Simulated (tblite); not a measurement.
Compound: C8H7O (doublet state).
Structure used (GFN2-xTB), in Å, numbered top down from 1:
```xyz
16
C8H7O angstrom
C      3.824    0.762    1.227
C      2.845    0.424    0.613
C      1.732    0.044   -0.067
C      0.750   -0.268   -0.698
C     -0.448   -0.689   -1.373
C     -1.642   -0.899   -0.370
O     -1.327   -1.875    0.594
C     -2.060    0.367    0.235
C     -1.558    1.498    0.614
H      4.681    1.053    1.756
H     -0.744    0.053   -2.118
H     -0.265   -1.647   -1.868
H     -2.469   -1.330   -0.951
H     -0.656   -1.517    1.187
H     -2.161    2.257    1.091
H     -0.509    1.776    0.474
```

Calculated harmonic vibrations of the isolated species, GFN2-xTB (tblite), most abundant isotopes, no scaling. Against measured fundamentals such values can be off by several per cent, at times by over 20. One conformer, not necessarily the lowest. Open shells enter through the occupations alone, without spin polarisation, and single modes of such species can be off by tens of per cent.

Harmonic wavenumbers (cm⁻¹): 47.5, 59.0, 66.1, 143.6, 161.0, 193.7, 279.7, 300.1, 316.9, 371.9, 373.5, 376.8, 396.3, 573.2, 623.9, 634.9, 635.7, 728.3, 845.4, 868.4, 879.8, 950.7, 988.9, 1059.5, 1144.4, 1160.2, 1200.2, 1212.7, 1302.2, 1331.1, 1367.5, 1418.9, 1790.4, 2216.4, 2335.9, 2848.0, 2893.5, 2949.6, 2965.5, 3052.2, 3405.5, 3523.6.

A = 2878, B = 880.3, C = 796.7 MHz; mass 119.050 u (most abundant isotopes); point group C1, symmetry number 1; spin multiplicity 2.

Task: Zero-point energy?

Result: Half the sum of the wavenumbers: 24996 cm⁻¹ = 71.47 kcal/mol.

Task: Give the ideal-gas entropy at 400 K and 1 bar in the rigid-rotor, harmonic-oscillator model (classical rotation).

Result: Translation 41.72, rotation 30.33, vibration 43.03, spin (R ln 2) 1.38: S = 116.5 cal/(mol K).

Task: And Cp and H(400 K) − H(0)?

Result: Cp = 47.31 cal/(mol K), of which vibrations give 39.36 (their classical limit is 42 R = 83.5); H(400 K) − H(0) = 11.83 kcal/mol without the zero-point energy, 8.65 from vibrations.

Task: Which modes carry the vibrational entropy at 400 K?

Result: 47.5 cm⁻¹: 5.50; 59.0 cm⁻¹: 5.07; 66.1 cm⁻¹: 4.85; 143.6 cm⁻¹: 3.32; 161.0 cm⁻¹: 3.10; 193.7 cm⁻¹: 2.75 cal/(mol K); the other 36 give 18.44 together.

Task: What must be added to the electronic energy to get the Gibbs energy at 400 K and 1 bar?

Result: ZPE + [H(400 K) − H(0)] − T·S = 71.47 + 11.83 − 46.58 = 36.72 kcal/mol.

Task: How do the functions run with temperature in this model?

Result: 
```tsv
T (K)	S (cal/(mol K))	Cp (cal/(mol K))	H − H(0) (kcal/mol)	G − H(0) (kcal/mol)	ln q(vib)
100	72.5	20.0	1.38	-5.87	2.11
200	89.8	30.7	3.94	-14.02	5.08
300	104.0	39.7	7.47	-23.72	7.98
500	127.7	53.4	16.88	-46.97	13.43
800	155.8	65.9	34.96	-89.67	20.68
1000	171.1	71.4	48.72	-122.40	24.98
```

q(vib) and H(0) count from the zero-point level.

Task: Blend soft modes into free rotors: weight 1/[1 + (100 cm⁻¹/ν̃)⁴] for the oscillator and the rest for a rotor with moment μB/(μ + B), μ = h/(8π²ν), B = 10⁻⁴⁴ kg m². What vibrational entropy results?

Result: 39.00 cal/(mol K) in place of 43.03, which changes −T·S at 400 K by +1.61 kcal/mol.

Hindered rotation and anharmonicity are outside this model. Other conformers, if any are populated, would add a mixing term that is left out. The structure is chiral; the term R ln 2 for an equal mix with its mirror image is left out.
